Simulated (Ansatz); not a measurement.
A set of 12 reactions (carbene extrusion), with CCSD(T)/CBS values in kJ/mol:

| reaction | ΔE |
| --- | --- |
| `BC/C=C(/C)F` → `B/C=C(/C)F` + `[CH2]` (triplet) | 414.8 |
| `CS[C]1(F)[NH][AlH]1` → `[CH2]` (triplet) + `F[C]1(S)[NH][AlH]1` | 434.1 |
| `CB(F)O[SiH3]` → `FBO[SiH3]` + `[CH2]` (triplet) | 487.3 |
| `CC=C=CN` → `C=C=CN` + `[CH2]` (triplet) | 444.2 |
| `CB(F)BCl` → `FBBCl` + `[CH2]` (triplet) | 492.4 |
| `[CH3][In]([F])[Cl]` → `[CH2]` (triplet) + `[F][InH][Cl]` | 474.4 |
| `C[C](=O)[SnH3]` → `O=[CH][SnH3]` + `[CH2]` (triplet) | 473.8 |
| `BCC[SiH2]Cl` → `BC[SiH2]Cl` + `[CH2]` (triplet) | 408.3 |
| `N[SiH2]C[SeH]` → `[CH2]` (triplet) + `N[SiH2][SeH]` | 365.6 |
| `[CH3][Ga]1[CH2][S]1` → `[CH2]` (triplet) + `[CH2]1[S][GaH]1` | 479.2 |
| `COB(OC)OC` → `[CH2]` (triplet) + `COB(O)OC` | 380.9 |
| `CO[SiH3]` → `[CH2]` (triplet) + `O[SiH3]` | 379.7 |

Isolated molecules relaxed with PBE0-D4/def2-TZVP in Ansatz; ΔE leaves out vibrations. CCSD(T)/CBS is the MP2 limit (def2-TZVPP, def2-QZVPP) plus CCSD(T) − MP2 in def2-TZVPP, frozen cores. This one scheme is used for every species. Double bonds are as drawn, so ΔE can hold a change between cis and trans. Functionals use def2-TZVPP. Triplets are unrestricted, without spin–orbit coupling. Elements past krypton have def2 core potentials. For Ga, In, Se, Sn outer-core shells are correlated without core-valence functions, which leaves a few kJ/mol of doubt a bond. Scalar relativity is left out up to krypton. Each species was taken in one conformer, which may not be the lowest.

(1) Give the mean, mean absolute and largest difference (level minus CCSD(T)/CBS, kJ/mol) for: r2SCAN-D4, PBE0-D4, ωB97X-V, ωB97M-V, B2PLYP, PBE0, MP2/def2-TZVPP, CCSD/def2-TZVPP, HF/def2-QZVPP, MP2/def2-QZVPP, SCS-MP2/def2-QZVPP, HF/CBS(def2), MP2/CBS(def2), CCSD/CBS(def2). (An estimate is asked.)

The largest T1 diagnostic in the set is 0.016, for `O=[CH][SnH3]` (customary mark 0.02).

CCSD(T)/CBS is a level of theory with its own doubt, and the functionals carry their triple-zeta basis error, so these figures describe this set and don't rank the functionals.

## Answers

(1) Computed: 
| level | mean | mean absolute | largest |
| --- | --- | --- | --- |
| r2SCAN-D4 | -21.9 | 21.9 | -27.8 |
| PBE0-D4 | -2.3 | 3.0 | -8.4 |
| ωB97X-V | 10.1 | 10.1 | 16.6 |
| ωB97M-V | 2.3 | 3.6 | 5.6 |
| B2PLYP | -10.0 | 10.0 | -15.8 |
| PBE0 | -7.8 | 7.8 | -13.3 |
| MP2/def2-TZVPP | 2.2 | 2.8 | 8.2 |
| CCSD/def2-TZVPP | -23.2 | 23.2 | -26.6 |
| HF/def2-QZVPP | -151.0 | 151.0 | -177.5 |
| MP2/def2-QZVPP | 8.8 | 8.8 | 14.6 |
| SCS-MP2/def2-QZVPP | 9.5 | 9.5 | 11.3 |
| HF/CBS(def2) | -151.0 | 151.0 | -177.5 |
| MP2/CBS(def2) | 13.6 | 13.6 | 19.2 |
| CCSD/CBS(def2) | -11.8 | 11.8 | -15.6 |
